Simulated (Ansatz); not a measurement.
Diphenyliodonium (`c1ccc([I+]c2ccccc2)cc1`), 23 atoms. The species carries charge 1 and has multiplicity 1. Correlated methods include outer-core shells of I, which these sets cover unevenly. I takes the def2 core potential. All runs use 11 threads of an AMD EPYC 7R13 on a shared host and a whole NVIDIA H100 80 GB. Correlated methods freeze the cores.

(1) How many basis functions does each run have, and how long does it take in Ansatz? RKS PBE0-D4/def2-SVP energy; RKS B97M-V/def2-TZVPP energy; RKS BLYP-D4/def2-TZVPP energy; RKS B3LYP-D4/def2-TZVPP energy and forces; direct RPA on PBE orbitals/def2-TZVPP energy; RKS PBE0-D4/def2-QZVPP energy; RKS ωB97M-V/def2-SVP energy; RHF-MP2/def2-QZVPP energy; RHF-CCSD(T)/def2-SVP energy; RKS PBE0-D4/def2-TZVP relaxation (31 steps); RHF-CCSD(T)/def2-TZVPP energy; RKS ωB97M-V/def2-QZVPP energy. (An estimate is asked.)

Answers

(1) Ansatz gave: Other jobs shared the machine, so times are rough.

```
                                level                    job  functions  wall time  peak host memory (GiB)
                 RKS ωB97M-V/def2-SVP                 energy        244      2.1 s                     1.1
               RKS BLYP-D4/def2-TZVPP                 energy        562      2.4 s                     1.1
                 RKS PBE0-D4/def2-SVP                 energy        244      2.7 s                    0.91
              RKS B3LYP-D4/def2-TZVPP      energy and forces        562      3.4 s                     1.3
                RKS B97M-V/def2-TZVPP                 energy        562      3.4 s                     1.3
               RKS PBE0-D4/def2-QZVPP                 energy       1066      3.9 s                     1.7
                 RHF-CCSD(T)/def2-SVP                 energy        244      4.5 s                    0.88
               RKS ωB97M-V/def2-QZVPP                 energy       1066      6.5 s                     1.9
direct RPA on PBE orbitals/def2-TZVPP                 energy        562        7 s                     3.6
                   RHF-MP2/def2-QZVPP                 energy       1066        8 s                     1.9
                RKS PBE0-D4/def2-TZVP  relaxation (31 steps)        482       45 s                     1.4
               RHF-CCSD(T)/def2-TZVPP                 energy        562       62 s                     1.2
```

B3LYP here is the variant with VWN-RPA as its local correlation; programs differ in this.
